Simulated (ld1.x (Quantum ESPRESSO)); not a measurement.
**Before and after: RRKJ potential for sulfur**

S, norm-conserving RRKJ (Kleinman–Bylander form), made with ld1.x (Quantum ESPRESSO) 7.5 (PBEsol, scalar-relativistic). Core [Ne], reference 3s2 3p4. Waves: 3p (bound): rc 1.30 bohr; 3s (bound): rc 1.35 bohr. Local part: the s channel. Core correction: a·sin(br)/r model core inside 0.95 bohr. rho0 = 0.01.

All-electron outer shells of the reference configuration (PBEsol, scalar-relativistic, ld1.x):

```csv
shell,level (eV),outermost node (bohr),outermost maximum (bohr)
2s,-211.24,0.13,0.39
2p,-156.32,–,0.33
3s,-17.19,0.60,1.40
3p,-6.98,0.58,1.61
```

Change: local potential all-electron potential smoothed inside 1.20 bohr (lloc = -1).

Cutoffs: the cutoffs (Ry, on a coarse ladder) from which the occupation-weighted sum of valence levels, in a spherical-Bessel basis at the reference potential, stays within 10 and 1 mRy of its value at 400 Ry; they do not see the model core or the augmentation charge, which bear on the density cutoff. Errors are all-electron minus pseudo energies relative to the spin-unpolarised reference configuration.

Problem. Predict the effect on cutoff, ghosts and configuration errors.

Solution. The potential gets neither clearly harder nor softer (40 Ry and 60 Ry → 30 Ry and 80 Ry); of the 7 tests that both files solve, the error grows in 5 and shrinks in 0 by more than 15 % and 0.3 meV (median size 3.1 → 7.5 meV); the range in which the s phases agree narrows (upper end at the end of the scan → 2.4); neither file shows a bound ghost.

| quantity | base | changed |
| --- | --- | --- |
| cutoff, loose | 40 Ry | 30 Ry |
| cutoff, tight | 60 Ry | 80 Ry |
| loose cutoff by channel (10 mRy a level) | p 10 Ry, s 21 Ry | s 25 Ry, p 10 Ry |
| bound ghosts | none | none |
| error for 3s2 3p3, meV [ΔE 11.73 eV] | +3.1 | +4.2 |
| error for 3s2 3p2, meV [ΔE 33.97 eV] | +22 | +29 |
| error for 3s2 3p1, meV [ΔE 67.97 eV] | +74 | +94 |
| error for 3s2 3p0, meV [ΔE 114.73 eV] | +173 | +218 |
| error for 3s2 3p3.5, meV [ΔE 4.64 eV] | +0.4 | +0.6 |
| error for 3s0 3p6, meV [ΔE 20.68 eV] | +0.3 | +7.5 |
| error for 3s2 3p4.3, meV [ΔE -1.70 eV] | +0.3 | +0.3 |
| s: phases at 1.50 bohr within 0.05 rad from the reference energy up to (Ry; the scan ends near 5) | to the end of the scan | 2.4 |
| p: phases at 1.50 bohr within 0.05 rad from the reference energy up to (Ry; the scan ends near 5) | to the end of the scan | to the end of the scan |
